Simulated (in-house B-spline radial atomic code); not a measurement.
Ionising the molybdenum ion Mo⁴⁺ with different functionals

Computed with a B-spline radial code for spherical atoms: four-component Dirac-Coulomb Hamiltonian, Fermi nucleus of rms radius 4.4091 fm, spin-restricted, spherical fractional occupations for the functionals. The ionisation energy is the difference of two self-consistent energies, [Kr] 4d2 → [Kr] 4d1, without Breit or QED terms; ε is the level of the shell that loses the electron (mean over j). The electron is taken from both j subshells in proportion to 2j + 1, so the result is a j average, not the step between ground levels.

Hybrids are left out here: with spherical fractional occupations of an open shell their exact exchange keeps a self-interaction that integer-occupation calculations don't have.

```tsv
method	rung	ΔSCF (eV)	-ε(4d) (eV)
LDA VWN5	LDA	53.65	46.49
relativistic LDA	LDA	53.67	46.51
LDA PW92	LDA	53.64	46.48
LDA exchange-only	LDA	52.02	44.90
PBE	GGA	?	?
PBEsol	GGA	53.43	46.26
BLYP	GGA	53.34	46.18
RPBE	GGA	?	?
PW91	GGA	53.55	46.37
BP86	GGA	53.50	46.34
AM05	GGA	53.43	46.26
OLYP	GGA	53.65	46.44
```

(1) What does RPBE give?

(2) What does PBE give?

(3) How do they compare with the NIST value?

Answers

(1) ΔSCF 53.43 eV, and -ε(4d) = 46.26 eV.

(2) ΔSCF 53.46 eV, and -ε(4d) = 46.30 eV.

(3) NIST lists 54.42 eV ± 0.019 (semi-empirical, ground level to ground level). Errors run from -2.39 to -0.74 eV. The correlated functionals all miss on the same side by more than they spread, so the cause is common to them (Breit-QED terms, spin polarisation, the choice among j levels, multiplet and fine-structure energies, or a listed next ion that isn't the cheapest removal here) and closeness doesn't rank the functionals.
